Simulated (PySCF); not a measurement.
Computed shifts of a molecule C4H4OSe, PySCF with PBE/pcSseg-1, GIAO, gas phase, equivalent atoms averaged, in ppm (number of nuclei): ¹³C: 194.8 (1), 147.0 (1), 137.0 (1), 57.3 (1). ¹H: 10.22 (1), 7.18 (1), 6.15 (1), 4.58 (1). References: ¹⁷O against H2O (σ = 334.3 ppm); ¹³C against TMS (σ = 182.0 ppm); ⁷⁷Se against Me2Se (σ = 1634.8 ppm); ¹H against TMS (σ = 31.49 ppm), references at their B3LYP-D3(BJ)/def2-TZVP geometries, non-relativistic. Coordinates come from a ωB97X-D3(BJ)/def2-SVP optimisation. One conformer was computed; it need not be the lowest.

Task: Pick the molecule that these values belong to.
A) C=C=C[Se]C=O
B) C=C1[Se]CC1=O
C) O=C[C@@H]1C=C[Se]1
D) Oc1cc[se]c1

Result: C, O=C[C@@H]1C=C[Se]1
